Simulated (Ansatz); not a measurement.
## Ligand exchange: SiH3Cl + Sn(CH3)(SH) → SiH3(SH) + Sn(CH3)Cl

Species: SiH3Cl (chlorosilane) `[SiH3]Cl`, singlet; Sn(CH3)(SH), singlet; SiH3(SH) (sulfanylsilane), singlet; Sn(CH3)Cl, singlet. The partners trade Cl for SH: Si–Cl and Sn–SH bonds give way to Si–SH and Sn–Cl.

Shapes, held fixed at every level: PBE0-D4/def2-TZVP. Flexible molecules stand in one conformer, not always the lowest. Programs: Ansatz 0.2.0. The zero-point and thermal change to 298 K, harmonic and unscaled (PBE0-D4/def2-TZVP), is -0.9 kJ/mol.

| level | kind | ΔH(298 K) (kJ/mol) | less CCSD(T)/def2-TZVPP | CPU time (sum over the molecules) |
| --- | --- | --- | --- | --- |
| HF/def2-TZVPP | Hartree–Fock | +1.5 | -6.9 | – |
| SPW92/def2-TZVPP | LDA | +8.9 | +0.5 | 8.9 s |
| B3LYP-D4/def2-TZVPP | global hybrid | +5.8 | -2.6 | 20 s |
| r2SCAN0-D4/def2-TZVPP | global hybrid | +6.0 | -2.4 | 25 s |
| B2PLYP/def2-TZVPP | double hybrid | +6.8 | -1.6 | 23 s |
| CCSD/def2-SVP | coupled cluster or CI | +7.1 | -1.3 | – |
| CCSD(T)/def2-TZVPP | coupled cluster or CI | +8.4 | 0.0 | 2.3 min |

The highest level, CCSD(T)/def2-TZVPP, gives ΔH(298 K) = +8.4 kJ/mol; the levels span +1.5 to +8.9. The column of differences is taken from that level and isn't an error. No measured value is set beside it here. For atoms past krypton def2 sets carry core potentials with scalar relativity. Outer-core shells of Sn are correlated, in sets that cover them unevenly. Times are processor times on shared x86 and Arm servers, and rough.
